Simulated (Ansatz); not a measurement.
Mg₂O₂⁻, that is (MgO)2 ring with one electron more. Charge -1, multiplicity 2. Geometry r2SCAN-D4/def2-TZVP, that of the neutral singlet; atoms count from 1.

```xyz
4

Mg   -0.0385    1.1431   -0.3500
O    -1.2204    0.1797    0.7210
Mg    0.0385   -1.1431    0.3500
O     1.2204   -0.1796   -0.7210
```

The highest occupied level of the charge -1 doublet lies above zero (up to 0.09 eV). By energy differences its removal costs 1.24 eV (vertical, to the charge 0 singlet, at PBE0-D4/def2-TZVPD); a positive level beside a positive removal energy at the same level points to self-interaction error.

Q: Estimate the Mulliken populations from the PBE0/def2-TZVPD orbitals of Ansatz.

A: 
| atom | charge (e) | spin (α − β) |
| --- | --- | --- |
| Mg1 | 0.57 | 0.65 |
| O2 | -1.07 | -0.15 |
| Mg3 | 0.57 | 0.65 |
| O4 | -1.07 | -0.15 |
Mulliken values and Mayer orders depend strongly on the basis. With diffuse functions, as here, like atoms can get unlike values, and bond orders can come out too low or too high.

Q: Where does the spin sit?

A: Summed by element: Mg 1.31, O -0.31, of 1 unpaired in all. Largest on single atoms: Mg1 0.65, Mg3 0.65, O2 -0.15.

Q: And the Mayer bond orders between bonded heavy atoms (over 0.3)?

A: Mg1–O2 0.53 (1.86 Å); Mg1–Mg3 0.41 (2.39 Å); Mg1–O4 0.53 (1.86 Å); O2–Mg3 0.53 (1.86 Å); Mg3–O4 0.53 (1.86 Å).
